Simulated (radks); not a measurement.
The numbers below are computed, except where a source is named.
Q: Ionisation of the lithium ion Li+, [He], to 1s1 as the strength of local exchange is varied. Level of theory: Dirac Kohn-Sham, Slater X-alpha exchange (alpha = 2/3 is LDA exchange), no correlation, spin-unpolarised, spherical densities, point nucleus (a radial shooting solver on a logarithmic mesh with Libxc functionals).

| alpha | E(Li+) (hartree) | exchange (hartree) | IE (eV) | -e of the level emptied (eV) | <r> of it (bohr) |
|---|---|---|---|---|---|
| 0.55 | -6.76851 | -1.12423 | 72.593 | 54.148 (1s1/2) | 0.6009 |
| 0.667 | -7.01012 | -1.39138 | 76.257 | 57.740 (1s1/2) | 0.5876 |
| 0.744 | -7.17180 | -1.57254 | 78.719 | 60.165 (1s1/2) | 0.5792 |
| 0.752 | -7.18873 | -1.59160 | 78.977 | 60.419 (1s1/2) | 0.5783 |
| 0.861 | -7.42155 | -1.85593 | 82.535 | 63.942 (1s1/2) | 0.5668 |
| 0.894 | -7.49288 | -1.93763 | 83.628 | 65.028 (1s1/2) | 0.5635 |
| 0.974 | -7.66742 | -2.13893 | 86.308 | 67.697 (1s1/2) | 0.5554 |
| ? | -7.07076 | -1.45911 | 77.179 | 58.647 (1s1/2) | 0.5844 |

Which alpha was used in the last row?

A: alpha = 0.696. NIST Atomic Spectra Database: 75.640 eV (theoretical). The Delta-SCF value meets it near alpha = 0.65. Spin polarisation and multiplet splitting are left out, so open shells lie too high by an amount that depends on their filling.

Beside tabulated values, note that spin-unpolarised runs miss the spin-polarisation part of the exchange energy of open shells.
